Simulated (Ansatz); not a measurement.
**H2InNSi: where a starting geometry ends**

The starting geometry of this gas-phase singlet was optimised with GFN2-xTB.

```tsv
atom	x (Å)	y (Å)	z (Å)
In	0.2869	-0.6906	1.3951
N	-2.0875	-0.4373	1.0872
Si	-2.1710	1.1508	1.4797
H	-2.8849	-0.9957	0.8222
H	0.1161	1.4913	1.9220
```

Q: Predict what it relaxes into with PBE0-D4/def2-TZVP.

A: A new bond forms, giving a structure given below by its coordinates. Contacts that close: Si3–H5 (2.35 → 1.61 Å).

The energy falls by 1.00 eV over 10 steps:

| step | E − E(last) (eV) |
| --- | --- |
| 1 | 0.999 |
| 2 | 0.586 |
| 3 | 0.208 |
| 4 | 0.060 |
| 5 | 0.015 |
| 6 | 0.005 |
| 7 | 0.001 |
| 8 | 0.000 |
| 9 | 0.000 |
| 10 | 0.000 |

Final geometry (Å):

```xyz
5

In    0.2377   -0.8327    1.3491
N    -1.8828   -0.3653    1.1388
Si   -1.9903    1.2652    1.5373
H    -2.6999   -0.8990    0.8761
H    -0.4050    1.3503    1.8049
```

Frequencies at the end are all real (lowest 207 cm⁻¹). Atoms past krypton carry core potentials, without spin–orbit terms. Run with Ansatz 0.2.0, 11 s on 2 threads of Intel(R) Xeon(R) 6975P-C (Granite Rapids), on a shared host.
